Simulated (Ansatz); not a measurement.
```yaml
crystal:
  periodic: [false, false, false]
  atoms:
    - {symbol: O, position_ang: [-0.580709, 0.639781, 0.725510]}
    - {symbol: Ti, position_ang: [0.074614, 0.091358, -0.081344]}
    - {symbol: O, position_ang: [1.078641, -0.002202, 0.328521]}
    - {symbol: O, position_ang: [-0.328756, -0.898077, -0.230647]}
    - {symbol: Br, position_ang: [0.039968, 0.893570, -1.554852]}
    - {symbol: H, position_ang: [-1.111622, 0.989386, 0.686696]}
    - {symbol: H, position_ang: [1.698978, -0.504202, 0.256117]}
    - {symbol: H, position_ang: [-0.814784, -1.370995, -0.100279]}
basis:
  gaussian: {orbitals: cc-pVDZ, final_grid: {core_spheres: 5, valence_spheres: 4, degree: 11}}
hamiltonian: {xc: {name: RPBE}}
accuracy: high
```

```sh
$ ansatz run in.yaml --threads 8 --pin off --events-out ev --progress --plain --max-ram 18278MiB
```

Shortened log:

```
Functional definition: RPBE
2839 factors; integrals over basis functions are off by at most 4.6e-9 eV
mean field evaluation 1: about -99189.6856 eV, gradient 2.1e2 eV
mean field evaluation 2: about -98066.1006 eV, gradient 6.8e2 eV
mean field evaluation 4: about -99257.1365 eV, gradient 3.0e1 eV
mean field evaluation 8: about -99258.8223 eV, gradient 3.9e-1 eV
mean field evaluation 16: about -99258.7779 eV, gradient 1.0e-3 eV
mean field -99258.77786868 eV, -3647.6928066578 hartree, gradient 2.2e-8 eV, S^2 0.000000; 0 other end points of the search recorded, 0 dependent functions left out
reference -99258.77787145 eV, -3647.6928067597 hartree; 42, 42 occupied and 85, 85 virtual orbitals, 2839 factors
Total energy: -99258.77787145 eV, -3647.6928067597 hartree
```

In this input the geometry is squeezed to about two thirds of its size. The run converged. The result belongs to that input, not to the molecule as meant.
